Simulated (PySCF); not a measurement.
# Broadened absorption spectrum of AsGeH10NSi2

Compound: AsGeH10NSi2.
SMILES with atom numbers: `[SiH3:1][N:2]([SiH3:3])[GeH2:4][AsH2:5]` (hydrogens: H6, H7, H8 on Si1; H9, H10, H11 on Si3; H12, H13 on Ge4; H14, H15 on As5)

Computed with TDDFT B3LYP/def2-SVPD, vertical, gas phase, core orbitals frozen in the response in PySCF. Geometry: PBE0-D3(BJ)/def2-SVP, one conformer, isolated molecule. The B3LYP/def2-SVPD calculation is non-relativistic and has no spin–orbit coupling, an omission that weighs most on arsenic and germanium. Torsions of this conformer, `[SiH3:1][N:2]([SiH3:3])[GeH2:4][AsH2:5]`: Si1–N2–Ge4–As5 84°, H–As5–Ge4–N2 -48°, H–As5–Ge4–N2 44°.

Each state is given a Gaussian of 0.25 eV full width at half maximum, with ε(max) = 2.175×10⁸ f / Δν̃ (Δν̃ the width in cm⁻¹). The width is an assumption, not a result. The curve ends short of the highest state used, and states not computed would add to its high-energy end.

E (eV), ε (L mol⁻¹ cm⁻¹) and a bar:
```
     5.08          4 
     5.13         21 
     5.18         82 
     5.23        258 
     5.28        667 #
     5.32       1234 ##
     5.37       2248 ###
     5.42       3437 #####
     5.47       4479 ######
     5.51       5009 #######
     5.56       5296 #######
     5.61       5690 ########
     5.66       7269 ##########
     5.71      10954 ###############
     5.75      15175 #####################
     5.80      20189 ###########################
     5.85      22176 ##############################
     5.90      19700 ###########################
     5.94      15315 #####################
     5.99       9173 ############
     6.04       4409 ######
     6.09       1701 ##
     6.13        683 #
     6.18        201
```

**Question.** Locate the maxima and give the states behind the curve.

**Answer.** 212 nm (5.85 eV), ε about 22000, made up of S3 (97%) (ε in L mol⁻¹ cm⁻¹; maxima over ε = 5, shares over 10%). The states used: S1 5.46 eV (f 0.023); S2 5.57 eV (f 0.030); S3 5.85 eV (f 0.199); S4 5.89 eV (f 0.0055); S5 6.43 eV (f 0.0014); S6 6.46 eV (f 0.0017); S7 6.55 eV (f 0.044); S8 6.62 eV (f 0.017); S9 6.71 eV (f 0.024); S10 6.78 eV (f 0.011).

**Question.** What would ε be at 5.85 eV, the highest of these maxima, with half the width (0.125 eV)?

**Answer.** About 43900 L mol⁻¹ cm⁻¹ against 22200, a factor of about 1.98; a lone state at its own centre would give exactly 2.

**Question.** Coming from long wavelengths, where does ε first pass 100 L mol⁻¹ cm⁻¹?

**Answer.** At about 239 nm (5.19 eV), 0.27 eV below S1.

**Question.** On this curve, what absorbance would a 10⁻⁵ mol/L sample give at 222 nm over a 1 cm path?

**Answer.** 222 nm is 5.585 eV, where ε is about 5400 L mol⁻¹ cm⁻¹, so A = ε c l ≈ 0.054 (Beer–Lambert, with the gas-phase spectrum and the assumed width).

All these states lie below the vertical ionisation energy of 8.61 eV (ΔSCF).
